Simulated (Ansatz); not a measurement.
Ansatz (a quantum-chemistry and plane-wave program) input:
A basis named .json is the Basis Set Exchange file of that set.

Ansatz 0.2 input:
```yaml
crystal:
  periodic: [false, false, false]
  atoms:
    - {symbol: Te, position_ang: [-0.00000000, 0.00000000, -0.00000000]}
    - {symbol: H, position_ang: [1.73838604, 0.01355639, 0.01815586]}
    - {symbol: H, position_ang: [-1.73838604, -0.01355639, -0.01815586]}
    - {symbol: H, position_ang: [-0.01350383, 1.73847378, -0.00509791]}
    - {symbol: H, position_ang: [0.01350383, -1.73847378, 0.00509791]}
    - {symbol: H, position_ang: [-0.01819499, 0.00495645, 1.73843142]}
    - {symbol: H, position_ang: [0.01819499, -0.00495645, -1.73843142]}
basis:
  gaussian:
    orbitals: def2-QZVPP.json
hamiltonian:
  xc: {name: PBE0}
```

Question: Predict the final energy.

Answer: -271.40674 Eh (PBE0/def2-QZVPP). The basis has 262 functions.
